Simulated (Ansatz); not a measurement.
`Cl[Si](Cl)(Cl)Br` and `C=C[Si](Cl)(Cl)Cl` differ in one atom or group.

Ansatz, PBE0-D4/def2-TZVP geometries, multiplicity 1. Each molecule was computed in one conformer, which needn't be the lowest.

Scalar relativity is left out up to krypton.

| property | `Cl[Si](Cl)(Cl)Br` |
| --- | --- |
| HOMO energy (B3LYP/def2-TZVPP) / eV | -8.76 |
| HOMO energy (PBE0/def2-TZVPP) / eV | -9.06 |
| ideal-gas entropy at 298 K and 1 bar (rigid rotor, harmonic PBE0-D4/def2-TZVP) / J/(mol·K) | 355 |
| HOMO–LUMO gap (ωB97M-V/def2-TZVPP) / eV | 12.39 |
| zero-point energy (PBE0-D4/def2-TZVP) / kJ/mol | 18.0 |
| LUMO energy (ωB97M-V/def2-TZVPP) / eV | 1.13 |

(1) What does the change do to each property? (Estimate.)

Answers

(1) The calculation gave: 
```tsv
property	`C=C[Si](Cl)(Cl)Cl`	shift
HOMO energy (B3LYP/def2-TZVPP) / eV	-8.36	0.40
HOMO energy (PBE0/def2-TZVPP) / eV	-8.62	0.44
ideal-gas entropy at 298 K and 1 bar (rigid rotor, harmonic PBE0-D4/def2-TZVP) / J/(mol·K)	379	24
HOMO–LUMO gap (ωB97M-V/def2-TZVPP) / eV	11.79	-0.60
zero-point energy (PBE0-D4/def2-TZVP) / kJ/mol	127.3	109.3
LUMO energy (ωB97M-V/def2-TZVPP) / eV	0.94	-0.19
```

With PBE0 the HOMO rises by 0.44 eV and the LUMO falls by 0.28 eV, so the gap narrows by about 0.72 eV. PBE moves the HOMO by 0.27 eV and ωB97M-V by 0.40 eV. The zero-point energy changes by 109.3 kJ/mol with +12 modes.

B3LYP here is the variant with VWN-RPA as its local correlation; programs differ in this.

Spin–orbit coupling is left out; it splits and shifts lone-pair levels of the heavy atoms by tenths of an eV.
